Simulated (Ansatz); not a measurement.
Start from `[SiH3][Ge]([SiH3])([Cl])[Cl]` and change one atom or group to get `[CH3][Ge]([SiH3])([Cl])[Cl]`.

Ansatz, PBE0-D4/def2-TZVP geometries, multiplicity 1. 

Scalar relativity is left out up to krypton.

```csv
property,`[SiH3][Ge]([SiH3])([Cl])[Cl]`
HOMO–LUMO gap (PBE/def2-TZVPP) / eV,4.69
zero-point energy (PBE0-D4/def2-TZVP) / kJ/mol,138.4
size of the dipole moment (PBE/def2-TZVPP) / D,2.53
HOMO–LUMO gap (ωB97M-V/def2-TZVPP) / eV,10.46
HOMO–LUMO gap (PBE0/def2-TZVPP) / eV,6.67
LUMO energy (B3LYP/def2-TZVPP) / eV,-1.34
```

Question: Give the same properties after the change, and the shifts. (An estimate is asked.)

Answer: The calculation gave: 
```tsv
property	`[CH3][Ge]([SiH3])([Cl])[Cl]`	shift
HOMO–LUMO gap (PBE/def2-TZVPP) / eV	5.31	0.62
zero-point energy (PBE0-D4/def2-TZVP) / kJ/mol	169.4	31.0
size of the dipole moment (PBE/def2-TZVPP) / D	2.77	0.24
HOMO–LUMO gap (ωB97M-V/def2-TZVPP) / eV	11.31	0.85
HOMO–LUMO gap (PBE0/def2-TZVPP) / eV	7.41	0.74
LUMO energy (B3LYP/def2-TZVPP) / eV	-0.92	0.42
```

With PBE0 the HOMO falls by 0.29 eV and the LUMO rises by 0.45 eV, so the gap widens by about 0.74 eV. PBE moves the HOMO by -0.21 eV and ωB97M-V by -0.38 eV. Dipoles are sizes alone; their direction can turn.

Positive LUMOs are unbound, so they and the gaps depend on the basis.

B3LYP here is the variant with VWN-RPA as its local correlation; programs differ in this.
